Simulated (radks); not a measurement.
Problem. W73+, configuration 1s1. Calculated with a radial shooting solver on a logarithmic mesh with Libxc functionals: scalar-relativistic Kohn-Sham, r2SCAN, spin-polarised, spherical densities, finite nucleus; open shells are filled with parallel spins first (spin-orbit coupling, left out, can overturn this in heavy ions); meta-GGA in the generalised Kohn-Sham scheme; Fermi nuclear charge, rms radius 5.3658 fm. Some entries of the table are withheld. Estimate them.

orbital,occ.,eigenvalue (eV),<r> (bohr),<1/r> (bohr^-1)
1s up,1,(1),0.01814,87.86
2s up,0,-20119.28,0.07291,21.90
2p up,0,-18908.13,0.06389,19.89

Solution. 
(1) 1s up eigenvalue (eV): -80422.97
